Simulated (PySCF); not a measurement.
CH5O (SMILES C[OH2+]), charge +1, singlet, at a GFN2-xTB geometry; BLYP/6-31G* in PySCF.

The PySCF input:
```python
from pyscf import gto, scf, dft

mol = gto.M(
    atom='''
C    -0.737154    0.122627    0.078956
O     0.689446   -0.101330   -0.156018
H    -1.288289   -0.589333   -0.533403
H    -0.971855    1.132604   -0.253429
H    -1.000201    0.000283    1.128716
H     0.939683   -1.018858    0.088706
H     1.228020    0.550182    0.343820
''',
    basis='6-31g*',
    charge=1,
    spin=0,
    verbose=4,
)

mf = dft.RKS(mol)
mf.xc = 'blyp'
mf.conv_tol_grad = 1e-7
mf.kernel()
```

It wrote (shortened):

```
PySCF version 2.14.0

[INPUT] verbose = 4
[INPUT] num. atoms = 7
[INPUT] num. electrons = 18
[INPUT] charge = 1
[INPUT] spin (= nelec alpha-beta = 2S) = 0
[INPUT] symmetry False subgroup None
[INPUT] Mole.unit = angstrom
[INPUT] Symbol           X                Y                Z      unit          X                Y                Z       unit  Magmom
[INPUT]  1 C     -0.737154000000   0.122627000000   0.078956000000 AA   -1.393019171628   0.231731445477   0.149205215891 Bohr   0.0
[INPUT]  2 O      0.689446000000  -0.101330000000  -0.156018000000 AA    1.302864117677  -0.191485948202  -0.294831290502 Bohr   0.0
[INPUT]  3 H     -1.288289000000  -0.589333000000  -0.533403000000 AA   -2.434513379290  -1.113677966168  -1.007985584021 Bohr   0.0
[INPUT]  4 H     -0.971855000000   1.132604000000  -0.253429000000 AA   -1.836539782789   2.140311367587  -0.478911402022 Bohr   0.0
[INPUT]  5 H     -1.000201000000   0.000283000000   1.128716000000 AA   -1.890105959516   0.000534792493   2.132964112415 Bohr   0.0
[INPUT]  6 H      0.939683000000  -1.018858000000   0.088706000000 AA    1.775743513910  -1.925362579822   0.167630045606 Bohr   0.0
[INPUT]  7 H      1.228020000000   0.550182000000   0.343820000000 AA    2.320621475488   1.039693298665   0.649725636148 Bohr   0.0

nuclear repulsion = 46.4092710413923
number of shells = 22
number of NR pGTOs = 74
number of NR cGTOs = 38
basis = 6-31g*
ecp = {}

******** <class 'pyscf.dft.rks.RKS'> ********
method = RKS
initial guess = minao
damping factor = 0
level_shift factor = 0
DIIS = <class 'pyscf.scf.diis.CDIIS'>
diis_start_cycle = 1
diis_space = 8
diis_damp = 0
SCF conv_tol = 1e-09
SCF conv_tol_grad = 1e-07
SCF max_cycles = 50
direct_scf = True
direct_scf_tol = 1e-13
XC library pyscf.dft.libxc version 7.1.2
    S. Lehtola, C. Steigemann, M. J. T. Oliveira, and M. A. L. Marques,  SoftwareX 7, 1–5 (2018)
XC functionals = blyp
    A. D. Becke,  Phys. Rev. A 38, 3098 (1988)
    C. Lee, W. Yang, and R. G. Parr,  Phys. Rev. B 37, 785 (1988)
    B. Miehlich, A. Savin, H. Stoll, and H. Preuss,  Chem. Phys. Lett. 157, 200 (1989)
radial grids:
    Treutler-Ahlrichs [JCP 102, 346 (1995); DOI:10.1063/1.469408] (M4) radial grids

becke partition: Becke, JCP 88, 2547 (1988); DOI:10.1063/1.454033
pruning grids: <function nwchem_prune>
grids dens level: 3
symmetrized grids: False
atomic radii adjust function: <function treutler_atomic_radii_adjust>
small_rho_cutoff = 0
Initial guess from minao.
tot grids = 77240
init E= -116.303939174612
  HOMO = -0.382903363362674  LUMO = -0.0282449717803188  gap/eV = 9.65075
cycle= 1 E= -115.933085010171  delta_E= 0.371  |g|= 0.388  |ddm|= 2.03
  HOMO = -0.51579749410178  LUMO = -0.249632953817861  gap/eV = 7.24271
cycle= 2 E= -115.908054843027  delta_E= 0.025  |g|= 0.551  |ddm|= 0.539
  HOMO = -0.568128088948397  LUMO = -0.270302473520684  gap/eV = 8.10425
cycle= 3 E= -115.961484068461  delta_E= -0.0534  |g|= 0.0912  |ddm|= 0.355
  HOMO = -0.569389180876904  LUMO = -0.26212187748043  gap/eV = 8.36117
cycle= 4 E= -115.963187973559  delta_E= -0.0017  |g|= 0.0165  |ddm|= 0.0719
  HOMO = -0.567316360607445  LUMO = -0.261038013908884  gap/eV = 8.33426
cycle= 5 E= -115.963252927353  delta_E= -6.5e-05  |g|= 0.00444  |ddm|= 0.0157
  HOMO = -0.567452824802593  LUMO = -0.261118238515532  gap/eV = 8.33579
cycle= 6 E= -115.963257567468  delta_E= -4.64e-06  |g|= 0.000321  |ddm|= 0.00318
  HOMO = -0.567420734477932  LUMO = -0.26114955802378  gap/eV = 8.33406
cycle= 7 E= -115.96325759665  delta_E= -2.92e-08  |g|= 3.97e-05  |ddm|= 0.000391
  HOMO = -0.567428148855129  LUMO = -0.261153579474644  gap/eV = 8.33416
cycle= 8 E= -115.963257597034  delta_E= -3.84e-10  |g|= 5.83e-06  |ddm|= 4.2e-05
  HOMO = -0.567428359065588  LUMO = -0.261153232301984  gap/eV = 8.33417
cycle= 9 E= -115.963257597043  delta_E= -8.81e-12  |g|= 9.49e-07  |ddm|= 6.29e-06
  HOMO = -0.567428417350896  LUMO = -0.261153293586362  gap/eV = 8.33417
cycle= 10 E= -115.963257597043  delta_E= -5.68e-14  |g|= 8.11e-08  |ddm|= 7.91e-07
  HOMO = -0.56742839160616  LUMO = -0.261153279271078  gap/eV = 8.33417
Extra cycle  E= -115.963257597043  delta_E= -2.56e-13  |g|= 7.52e-08  |ddm|= 1.2e-07
converged SCF energy = -115.963257597043
```
